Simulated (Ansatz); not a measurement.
Mulliken charges of C$_{2}$HClF$_{2}$Si (`C#C[Si](F)(F)Cl`) from ωB97M-V/def2-TZVPP in Ansatz (PBE0-D4/def2-TZVP geometry).

```csv
atom,x (Å),y (Å),z (Å),charge (e)
C1,0.494,-1.812,0.695,0.023
C2,0.206,-0.737,0.233,-0.403
Si3,-0.227,0.873,-0.432,0.848
F4,-1.481,0.747,-1.374,-0.271
F5,0.960,1.433,-1.301,-0.271
Cl6,-0.641,2.191,1.032,-0.162
H7,0.750,-2.764,1.102,0.236
```

**Question.** By hand: the dipole of these point charges (1 e Å = 4.8032 D).

**Answer.** Σ q r = (0.158, -0.602, 0.374) e Å, of length 0.726 e Å = 3.49 D.

**Question.** How does the dipole of the full density compare? (Estimate.)

**Answer.** Ansatz gave: (0.100, -0.384, 0.261) e Å, 2.28 D; the point charges give 1.53 times that, at 2° from its direction.

Point charges leave out the atoms' own dipoles, such as those of lone pairs, and Mulliken's split depends on the basis, so the two needn't agree.
